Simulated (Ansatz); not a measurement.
Consider the cleavage of the Al–Si bond: `[OH][AlH][SiH3]` + CH₃SH → `C[S][AlH][OH]` + SiH₄.

Calculated with Ansatz (gas phase, PBE0-D4/def2-TZVP geometries, no zero-point term in ΔE). CBS: MP2 limit from def2 TZ/QZ plus the TZ coupled-cluster correction, frozen cores. This one scheme is used for every species. Functionals use def2-TZVPP. Each species was taken in one conformer, which may not be the lowest.

CCSD(T)/CBS gives -107.9 kJ/mol.

**Question.** Another level gave -108.2 kJ/mol. Which?
A. r2SCAN0-D4/def2-TZVPP
B. SCS-MP2/def2-TZVPP
C. PBE0-D4/def2-TZVPP
D. PBE/def2-TZVPP

**Answer.** A. r2SCAN0-D4 -108.2, PBE -93.3, PBE0-D4 -98.9, SCS-MP2/def2-TZVPP -113.3 kJ/mol.

**Question.** What do rigid-rotor, harmonic-oscillator terms from PBE0-D4/def2-TZVP frequencies (298.15 K, 1 bar) make of the CCSD(T)/CBS value? (Estimate.)

**Answer.** Ansatz gave: ΔZPE = +0.5 kJ/mol, ΔH = -107.3 kJ/mol, ΔS = -37 J/(mol·K), ΔG = -96.2 kJ/mol. Modes under 50 cm⁻¹ make the entropy rough.

Largest T1 diagnostic among the species: 0.014.

From BLYP to BHLYP (50 % exact exchange), in def2-TZVPP and without D4, ΔE moves by −8.4 kJ/mol. The D4 term adds −3.4 kJ/mol with B3LYP and −1.7 kJ/mol with PBE0; it sums over pairs of atoms, weighted by their polarisabilities, and B3LYP, whose exchange is more repulsive, gets the larger term. At CCSD(T), def2-SVP lies +3.6 kJ/mol from the extrapolated value and def2-TZVPP +2.3 kJ/mol.

B3LYP here is the variant with VWN-RPA as its local correlation; programs differ in this.
